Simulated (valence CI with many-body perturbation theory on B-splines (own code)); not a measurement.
## Tb XLIII: E2, M1 decay

Calculated by configuration interaction combined with many-body perturbation theory (CI+MBPT): five valence electrons over a frozen Dirac-Fock core [Ar], radial functions for each j: 7 s, 7 p, 8 d, 6 f, 4 g, 1 h, with the one-electron correlation potential Σ1 (screened to all orders), the two-electron term Σ2, the three-electron term Σ3, Breit, model QED; selected single and double excitations, second order for the rest (own B-spline code, finite nucleus).

No measured spectrum was set against this ion. As an estimate, large intervals hold to a few tenths of a per cent, small ones and those within an open d or f shell to about a per cent. Only levels of the ground parity were solved; by the run's estimate the other parity begins above the list, which can be wrong where configurations are misplaced.

Lines 51 to 100 of 120 in falling wavelength, among levels below 1354300 cm⁻¹, chosen from the decays that carry over 1 % of a level's rate. Wavelengths and rates use the calculated energies. Electric multipoles are in the length gauge, E1 and E2 with the static RPA response of the core. S is in atomic units (e²a₀⁴ for E2 and M2, e²a₀⁶ for E3), for M1 in squared Bohr magnetons. Weak lines are less certain than strong ones. Lines between different terms over intervals too small for the method are left out, as are lines whose strength nearly cancels.

Levels are named by their leading jj configuration (3d3/2^4 stands for four electrons in 3d with j = 3/2), which in mixed levels can hold well under half, so a name can repeat and another be missing. Letters in brackets count levels of one name in rising energy.

```tsv
λ vac (Å)	Upper	Lower	Type	A (s⁻¹)	S (a.u.)
339.9	(3d3/2 3d5/2^4) J=7/2 [a]	(3d3/2^2 3d5/2^3) J=5/2 [b]	M1	1.93e+05	2.24e+00
337.2	(3d3/2 3d5/2^4) J=5/2 [a]	(3d3/2^2 3d5/2^3) J=7/2 [a]	M1	3.23e+05	2.75e+00
337.2	(3d3/2^2 3d5/2^3) J=3/2 [c]	(3d3/2^2 3d5/2^3) J=1/2 [a]	M1	6.77e+03	3.85e-02
333.0	(3d3/2^2 3d5/2^3) J=5/2 [d]	(3d3/2^2 3d5/2^3) J=3/2 [a]	M1	1.85e+04	1.52e-01
329.8	(3d3/2^2 3d5/2^3) J=5/2 [c]	(3d3/2^3 3d5/2^2) J=7/2 [b]	M1	2.22e+05	1.77e+00
329.7	(3d3/2^2 3d5/2^3) J=13/2	(3d3/2^3 3d5/2^2) J=11/2	M1	7.33e+04	1.36e+00
329.3	(3d3/2^2 3d5/2^3) J=5/2 [a]	(3d3/2^3 3d5/2^2) J=5/2 [a]	M1	9.46e+05	7.52e+00
326.0	(3d3/2^2 3d5/2^3) J=1/2 [a]	(3d3/2^3 3d5/2^2) J=3/2 [a]	M1	4.11e+05	1.05e+00
325.3	(3d3/2^3 3d5/2^2) J=7/2 [a]	(3d3/2^4 3d5/2) J=5/2	M1	2.15e+05	2.20e+00
316.1	(3d3/2^2 3d5/2^3) J=3/2 [a]	(3d3/2^3 3d5/2^2) J=3/2 [a]	M1	4.98e+05	2.33e+00
315.5	(3d3/2^3 3d5/2^2) J=3/2 [a]	(3d3/2^4 3d5/2) J=5/2	M1	5.90e+05	2.75e+00
313.3	(3d3/2 3d5/2^4) J=3/2 [a]	(3d3/2^2 3d5/2^3) J=5/2 [b]	M1	2.01e+05	9.16e-01
305.4	(3d3/2^2 3d5/2^3) J=7/2 [b]	(3d3/2^3 3d5/2^2) J=5/2 [b]	M1	1.02e+04	8.60e-02
305.0	(3d3/2^2 3d5/2^3) J=5/2 [b]	(3d3/2^3 3d5/2^2) J=3/2 [a]	M1	7.92e+04	5.00e-01
302.7	(3d3/2^2 3d5/2^3) J=9/2 [b]	(3d3/2^3 3d5/2^2) J=9/2	M1	4.17e+05	4.29e+00
302.6	(3d3/2 3d5/2^4) J=11/2	(3d3/2^2 3d5/2^3) J=13/2	M1	1.42e+05	1.76e+00
302.4	(3d3/2 3d5/2^4) J=3/2 [a]	(3d3/2^2 3d5/2^3) J=3/2 [a]	M1	6.08e+05	2.49e+00
297.2	(3d3/2^2 3d5/2^3) J=3/2 [b]	(3d3/2^3 3d5/2^2) J=1/2	M1	5.33e+04	2.07e-01
296.3	(3d3/2^2 3d5/2^3) J=5/2 [b]	(3d3/2^3 3d5/2^2) J=7/2 [a]	M1	1.80e+05	1.04e+00
294.9	(3d3/2 3d5/2^4) J=7/2 [a]	(3d3/2^2 3d5/2^3) J=9/2 [a]	M1	4.30e+05	3.27e+00
294.7	(3d3/2^2 3d5/2^3) J=5/2 [c]	(3d3/2^3 3d5/2^2) J=5/2 [b]	M1	1.22e+04	6.92e-02
293.9	(3d3/2 3d5/2^4) J=3/2 [a]	(3d3/2^2 3d5/2^3) J=1/2 [a]	M1	4.69e+05	1.77e+00
288.1	(3d3/2^2 3d5/2^3) J=7/2 [b]	(3d3/2^3 3d5/2^2) J=9/2	M1	1.16e+05	8.21e-01
287.9	(3d3/2^2 3d5/2^3) J=7/2 [c]	(3d3/2^3 3d5/2^2) J=7/2 [b]	M1	1.64e+05	1.16e+00
286.5	(3d3/2 3d5/2^4) J=5/2 [a]	(3d3/2^2 3d5/2^3) J=5/2 [a]	M1	1.16e+06	6.05e+00
284.9	(3d3/2^3 3d5/2^2) J=9/2	(3d3/2^4 3d5/2) J=5/2	E2	1.86e+01	3.12e-04
284.3	(3d3/2^2 3d5/2^3) J=3/2 [b]	(3d3/2^3 3d5/2^2) J=5/2 [b]	M1	1.09e+05	3.72e-01
284.1	(3d3/2 3d5/2^4) J=11/2	(3d3/2^2 3d5/2^3) J=9/2 [a]	M1	1.70e+05	1.73e+00
282.7	(3d3/2^2 3d5/2^3) J=5/2 [d]	(3d3/2^2 3d5/2^3) J=7/2 [a]	M1	7.57e+03	3.80e-02
280.8	(3d3/2^2 3d5/2^3) J=7/2 [a]	(3d3/2^3 3d5/2^2) J=5/2 [a]	M1	1.25e+05	8.20e-01
278.5	(3d3/2 3d5/2^4) J=7/2 [a]	(3d3/2^2 3d5/2^3) J=7/2 [a]	M1	3.59e+05	2.30e+00
275.5	(3d3/2^2 3d5/2^3) J=9/2 [b]	(3d3/2^3 3d5/2^2) J=11/2	M1	1.50e+05	1.16e+00
273.1	(3d3/2 3d5/2^4) J=11/2	(3d3/2^2 3d5/2^3) J=11/2	M1	5.89e+05	5.34e+00
270.5	(3d3/2^2 3d5/2^3) J=1/2 [b]	(3d3/2^3 3d5/2^2) J=1/2	M1	2.19e+05	3.22e-01
269.8	(3d3/2^3 3d5/2^2) J=5/2 [b]	(3d3/2^4 3d5/2) J=5/2	M1	5.32e+03	2.32e-02
267.4	(3d3/2^2 3d5/2^3) J=9/2 [b]	(3d3/2^3 3d5/2^2) J=7/2 [a]	M1	1.15e+05	8.12e-01
260.8	(3d3/2^2 3d5/2^3) J=7/2 [c]	(3d3/2^3 3d5/2^2) J=5/2 [b]	M1	8.28e+04	4.36e-01
256.0	(3d3/2^2 3d5/2^3) J=7/2 [b]	(3d3/2^3 3d5/2^2) J=7/2 [a]	M1	9.72e+03	4.84e-02
254.6	(3d3/2^2 3d5/2^3) J=3/2 [c]	(3d3/2^2 3d5/2^3) J=5/2 [a]	M1	6.37e+03	1.56e-02
254.5	(3d3/2^2 3d5/2^3) J=5/2 [c]	(3d3/2^3 3d5/2^2) J=3/2 [a]	M1	1.26e+05	4.63e-01
248.4	(3d3/2^2 3d5/2^3) J=5/2 [c]	(3d3/2^3 3d5/2^2) J=7/2 [a]	M1	2.75e+05	9.38e-01
248.1	(3d3/2^2 3d5/2^3) J=7/2 [c]	(3d3/2^3 3d5/2^2) J=9/2	M1	1.70e+05	7.70e-01
246.9	(3d3/2^2 3d5/2^3) J=9/2 [c]	(3d3/2^3 3d5/2^2) J=7/2 [b]	M1	1.79e+05	1.00e+00
246.7	(3d3/2^2 3d5/2^3) J=3/2 [b]	(3d3/2^3 3d5/2^2) J=3/2 [a]	M1	9.52e+04	2.12e-01
246.2	(3d3/2^2 3d5/2^3) J=5/2 [d]	(3d3/2^2 3d5/2^3) J=5/2 [a]	M1	1.50e+05	4.97e-01
245.8	(3d3/2^3 3d5/2^2) J=7/2 [b]	(3d3/2^4 3d5/2) J=5/2	M1	2.11e+04	9.30e-02
244.2	(3d3/2^2 3d5/2^3) J=3/2 [a]	(3d3/2^3 3d5/2^2) J=5/2 [a]	M1	3.50e+05	7.56e-01
243.0	(3d3/2 3d5/2^4) J=7/2 [a]	(3d3/2^2 3d5/2^3) J=5/2 [a]	M1	5.50e+04	2.34e-01
238.2	(3d3/2^2 3d5/2^3) J=3/2 [c]	(3d3/2^3 3d5/2^2) J=3/2 [b]	M1	1.01e+05	2.03e-01
230.9	(3d3/2^2 3d5/2^3) J=5/2 [d]	(3d3/2^3 3d5/2^2) J=3/2 [b]	M1	1.55e+05	4.23e-01
```
